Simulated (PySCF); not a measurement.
C2H7BrO2Si (SMILES CC[Si](O)(O)Br), singlet, at a GFN2-xTB geometry; CASSCF(4,4)/STO-3G (PySCF).

Input for PySCF:
```python
from pyscf import gto, scf, mcscf, mp
import numpy

mol = gto.M(
    atom='''
C    -2.690252    0.144246    0.208446
C    -1.574116    0.587635    1.149310
Si    0.099253    0.744957    0.289684
O    -0.050841    1.792796   -0.922415
O     1.335868    1.244313    1.216191
Br    0.679826   -1.244373   -0.531952
H    -2.799445    0.852893   -0.608907
H    -2.473604   -0.834654   -0.215058
H    -3.637442    0.082098    0.740631
H    -1.835786    1.551435    1.587858
H    -1.503010   -0.122721    1.976557
H     0.704887    2.170924   -1.365054
H     1.666941    0.735516    1.949970
''',
    basis='sto-3g',
    charge=0,
    spin=0,
    verbose=4,
)

mf = scf.RHF(mol)
mf.kernel()
mc = mcscf.CASSCF(mf, 4, 4)
mc.fix_spin_(ss=0.0)
noons, natorbs = mcscf.addons.make_natural_orbitals(mp.MP2(mf).run())
mc.kernel(natorbs)
occ = numpy.linalg.eigvalsh(mc.fcisolver.make_rdm1(mc.ci, mc.ncas, mc.nelecas))[::-1]
ss = mc.fcisolver.spin_square(mc.ci, mc.ncas, mc.nelecas)[0]
print('natural occupations', occ.round(4), ' <S^2>', round(ss, 4))
```

Problem. What does PySCF print? Leave out banner, timings and long lists.

Solution. 
```
PySCF version 2.14.0

[INPUT] verbose = 4
[INPUT] num. atoms = 13
[INPUT] num. electrons = 84
[INPUT] charge = 0
[INPUT] spin (= nelec alpha-beta = 2S) = 0
[INPUT] symmetry False subgroup None
[INPUT] Mole.unit = angstrom
[INPUT] Symbol           X                Y                Z      unit          X                Y                Z       unit  Magmom
[INPUT]  1 C     -2.690252000000   0.144246000000   0.208446000000 AA   -5.083839486063   0.272585434564   0.393905851761 Bohr   0.0
[INPUT]  2 C     -1.574116000000   0.587635000000   1.149310000000 AA   -2.974648128296   1.110469211209   2.171881132224 Bohr   0.0
[INPUT]  3 Si     0.099253000000   0.744957000000   0.289684000000 AA    0.187560987041   1.407764704578   0.547423422669 Bohr   0.0
[INPUT]  4 O     -0.050841000000   1.792796000000  -0.922415000000 AA   -0.096075565899   3.387893437216  -1.743111723191 Bohr   0.0
[INPUT]  5 O      1.335868000000   1.244313000000   1.216191000000 AA    2.524424658570   2.351410783236   2.298267905161 Bohr   0.0
[INPUT]  6 Br     0.679826000000  -1.244373000000  -0.531952000000 AA    1.284684952359  -2.351524166803  -1.005243591415 Bohr   0.0
[INPUT]  7 H     -2.799445000000   0.852893000000  -0.608907000000 AA   -5.290184350783   1.611734183559  -1.150667465331 Bohr   0.0
[INPUT]  8 H     -2.473604000000  -0.834654000000  -0.215058000000 AA   -4.674434100629  -1.577267468773  -0.406400720897 Bohr   0.0
[INPUT]  9 H     -3.637442000000   0.082098000000   0.740631000000 AA   -6.873769173990   0.155142735375   1.399589749363 Bohr   0.0
[INPUT] 10 H     -1.835786000000   1.551435000000   1.587858000000 AA   -3.469132763311   2.931787250065   3.000616744700 Bohr   0.0
[INPUT] 11 H     -1.503010000000  -0.122721000000   1.976557000000 AA   -2.840277262483  -0.231909079733   3.735151399592 Bohr   0.0
[INPUT] 12 H      0.704887000000   2.170924000000  -1.365054000000 AA    1.332043378766   4.102451797245  -2.579578205242 Bohr   0.0
[INPUT] 13 H      1.666941000000   0.735516000000   1.949970000000 AA    3.150061955809   1.389923800236   3.684909251118 Bohr   0.0

nuclear repulsion = 548.868876538766
number of shells = 32
number of NR pGTOs = 162
number of NR cGTOs = 54
basis = sto-3g
ecp = {}

******** <class 'pyscf.scf.hf.RHF'> ********
method = RHF
initial guess = minao
damping factor = 0
level_shift factor = 0
DIIS = <class 'pyscf.scf.diis.CDIIS'>
diis_start_cycle = 1
diis_space = 8
diis_damp = 0
SCF conv_tol = 1e-09
SCF conv_tol_grad = None
SCF max_cycles = 50
direct_scf = True
direct_scf_tol = 1e-13
Set gradient conv threshold to 3.16228e-05
Initial guess from minao.
init E= -3053.89069608571
  HOMO = -0.413737060680939  LUMO = 0.0354403699613577  gap/eV = 12.22274
cycle= 1 E= -3056.80535388701  delta_E= -2.91  |g|= 0.575  |ddm|=  4.2
  HOMO = -0.246398082765587  LUMO = 0.34740245223292  gap/eV = 16.15814
cycle= 2 E= -3056.93899756806  delta_E= -0.134  |g|= 0.139  |ddm|= 1.08
  HOMO = -0.275954893217659  LUMO = 0.36878138424509  gap/eV = 17.54417
cycle= 3 E= -3056.94711653846  delta_E= -0.00812  |g|= 0.0336  |ddm|= 0.265
  HOMO = -0.299045756189938  LUMO = 0.360712298055414  gap/eV = 17.95293
cycle= 4 E= -3056.94784141544  delta_E= -0.000725  |g|= 0.00571  |ddm|= 0.0934
  HOMO = -0.299863446268101  LUMO = 0.359537040450761  gap/eV = 17.94320
cycle= 5 E= -3056.94786168992  delta_E= -2.03e-05  |g|= 0.00157  |ddm|= 0.0147
  HOMO = -0.299809667642419  LUMO = 0.359389431268085  gap/eV = 17.93772
cycle= 6 E= -3056.94786356578  delta_E= -1.88e-06  |g|= 0.000406  |ddm|= 0.00482
  HOMO = -0.299917665785858  LUMO = 0.359440589262289  gap/eV = 17.94205
cycle= 7 E= -3056.94786370119  delta_E= -1.35e-07  |g|= 7.64e-05  |ddm|= 0.00141
  HOMO = -0.299916034194336  LUMO = 0.359418422240693  gap/eV = 17.94140
cycle= 8 E= -3056.94786370626  delta_E= -5.07e-09  |g|= 1.7e-05  |ddm|= 0.000272
  HOMO = -0.299914430661038  LUMO = 0.359419428362391  gap/eV = 17.94139
cycle= 9 E= -3056.94786370649  delta_E= -2.29e-10  |g|= 4e-06  |ddm|= 5.89e-05
  HOMO = -0.299914209698188  LUMO = 0.359420197993678  gap/eV = 17.94140
Extra cycle  E= -3056.9478637065  delta_E= -1.18e-11  |g|= 1.62e-06  |ddm|= 9.04e-06
converged SCF energy = -3056.9478637065

******** <class 'pyscf.mp.mp2.RMP2'> ********
nocc = 42, nmo = 54
E(RMP2) = -3057.15863805523  E_corr = -0.210774348724489
E(SCS-RMP2) = -3057.17568960032  E_corr = -0.227825893815682
E_corr(same-spin) = -0.0289653746004282
E_corr(oppo-spin) = -0.181808974124061

******** <class 'pyscf.mcscf.mc1step.CASSCF'> ********
CAS (2e+2e, 4o), ncore = 40, nvir = 10
max_cycle_macro = 50
max_cycle_micro = 4
conv_tol = 1e-07
conv_tol_grad = None
orbital rotation max_stepsize = 0.02
orbital rotation threshold for CI restart = 0.01
augmented hessian ah_max_cycle = 30
augmented hessian ah_conv_tol = 1e-12
augmented hessian ah_linear dependence = 1e-14
augmented hessian ah_level shift = 1e-08
augmented hessian ah_start_tol = 2.5
augmented hessian ah_start_cycle = 3
augmented hessian ah_grad_trust_region = 3
kf_trust_region = 3
kf_interval = 4
ci_response_space = 4
ci_grad_trust_region = 3
with_dep4 0
natorb = False
canonicalization = True
sorting_mo_energy = False
ao2mo_level = 2
internal_rotation = False
******** <class 'pyscf.fci.addons.SpinPenaltyFCISolver'> ********
max. cycles = 50
conv_tol = 1e-08
davidson only = True
linear dependence = 1e-12
level shift = 0.001
max iter space = 12
nroots = 1
pspace_size = 400
spin = None
CASCI E = -3056.95328115268  S^2 = 0.0000000
Set conv_tol_grad to 0.000316228
macro iter   1 ( 21 JK    4 micro), CASSCF E = -3056.95967709784  dE = -6.39594516e-03  S^2 = 0.0000000
               |grad[o]|=0.0124  |grad[c]|=0.0292  |ddm|=0.0153  |maxRot[o]|=0.272
macro iter   2 ( 21 JK    4 micro), CASSCF E = -3056.96336857620  dE = -3.69147836e-03  S^2 = 0.0000000
               |grad[o]|=0.00837  |grad[c]|=0.0216  |ddm|=0.0328  |maxRot[o]|=0.298
macro iter   3 ( 21 JK    4 micro), CASSCF E = -3056.96931005625  dE = -5.94148006e-03  S^2 = 0.0000000
               |grad[o]|=0.00963  |grad[c]|=0.0276  |ddm|=0.00882  |maxRot[o]|=0.266
macro iter   4 ( 21 JK    4 micro), CASSCF E = -3056.97127318034  dE = -1.96312409e-03  S^2 = 0.0000000
               |grad[o]|=0.00887  |grad[c]|=0.015  |ddm|=0.00542  |maxRot[o]|=0.173
macro iter   5 ( 21 JK    4 micro), CASSCF E = -3056.97150101747  dE = -2.27837129e-04  S^2 = 0.0000000
               |grad[o]|=0.00545  |grad[c]|=0.00911  |ddm|=0.00397  |maxRot[o]|=0.058
macro iter   6 ( 21 JK    4 micro), CASSCF E = -3056.97154140037  dE = -4.03828976e-05  S^2 = 0.0000000
               |grad[o]|=0.00453  |grad[c]|=0.00745  |ddm|=0.00261  |maxRot[o]|=0.0397
macro iter   7 ( 21 JK    4 micro), CASSCF E = -3056.97147855702  dE =  6.28433545e-05  S^2 = 0.0000000
               |grad[o]|=0.00441  |grad[c]|=0.0073  |ddm|=0.00292  |maxRot[o]|=0.00931
macro iter   8 ( 20 JK    4 micro), CASSCF E = -3056.97216483556  dE = -6.86278540e-04  S^2 = 0.0000000
               |grad[o]|=0.00454  |grad[c]|=0.00225  |ddm|=0.00133  |maxRot[o]|=0.063
macro iter   9 ( 18 JK    4 micro), CASSCF E = -3056.97225871221  dE = -9.38766493e-05  S^2 = 0.0000000
               |grad[o]|=0.0025  |grad[c]|=0.00463  |ddm|=0.00174  |maxRot[o]|=0.0193
macro iter  10 ( 14 JK    4 micro), CASSCF E = -3056.97233985105  dE = -8.11388491e-05  S^2 = 0.0000000
               |grad[o]|=0.00219  |grad[c]|=0.00291  |ddm|=0.000903  |maxRot[o]|=0.0157
macro iter  11 ( 11 JK    4 micro), CASSCF E = -3056.97241225179  dE = -7.24007336e-05  S^2 = 0.0000000
               |grad[o]|=0.00167  |grad[c]|=0.00203  |ddm|=0.000646  |maxRot[o]|=0.0197
macro iter  12 (  6 JK    2 micro), CASSCF E = -3056.97244723516  dE = -3.49833763e-05  S^2 = 0.0000000
               |grad[o]|=0.00102  |grad[c]|=0.000593  |ddm|=0.000193  |maxRot[o]|=0.0196
macro iter  13 (  6 JK    2 micro), CASSCF E = -3056.97244931580  dE = -2.08063966e-06  S^2 = 0.0000000
               |grad[o]|=0.000254  |grad[c]|=5e-05  |ddm|=3.16e-05  |maxRot[o]|=0.00509
macro iter  14 (  3 JK    1 micro), CASSCF E = -3056.97244932943  dE = -1.36269591e-08  S^2 = 0.0000000
               |grad[o]|=3.13e-05  |grad[c]|=1.09e-05  |ddm|=1.04e-05  |maxRot[o]|=0.000375
1-step CASSCF converged in  14 macro (225 JK  49 micro) steps
CASSCF canonicalization
Density matrix diagonal elements [1.98470171 1.97982357 0.02115808 0.01431665]
CASSCF energy = -3056.97244932943
CASCI E = -3056.97244932943  E(CI) = -4.57737118639398  S^2 = 0.0000000
natural occupations [1.9859 1.9789 0.0214 0.0138]  <S^2> 0.0
```
